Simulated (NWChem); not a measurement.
Species: C6H6N, doublet; SMILES [NH]c1ccccc1

```xyz
13

N     -0.0840    -2.3636     0.0000
C     -0.0064    -1.0252     0.0000
C     -1.2340    -0.2833     0.0000
C     -1.2301     1.0997     0.0000
C     -0.0146     1.8054     0.0000
C      1.2052     1.1074     0.0000
C      1.2178    -0.2762     0.0000
H      0.8666    -2.7550     0.0000
H     -2.1578    -0.8533     0.0000
H     -2.1697     1.6457     0.0000
H     -0.0169     2.8916     0.0000
H      2.1418     1.6588     0.0000
H      2.1604    -0.8197     0.0000
```
Atoms are numbered in this order, from 1.

All runs: NWChem. Spin-unrestricted. In the optimisation the excess spin sits in a" (Cs, its own frame). Coordinates come from a B3LYP/6-31G* (spherical d), spin-unrestricted optimisation. No stability test was run on the SCF state. Level: PBE/def2-SVP with SMD (1 M gas to 1 M solution), gas-phase geometry. Reactions with the solvent are ignored.

Problem. Predict the results for solvent acetone. Quantities: solvation free energy (kcal/mol); cavity-dispersion-structure term (kcal/mol); dipole in solution (D).

Solution. solvation free energy (kcal/mol): -54.4
cavity-dispersion-structure term (kcal/mol): -0.8
dipole in solution (D): 3.14
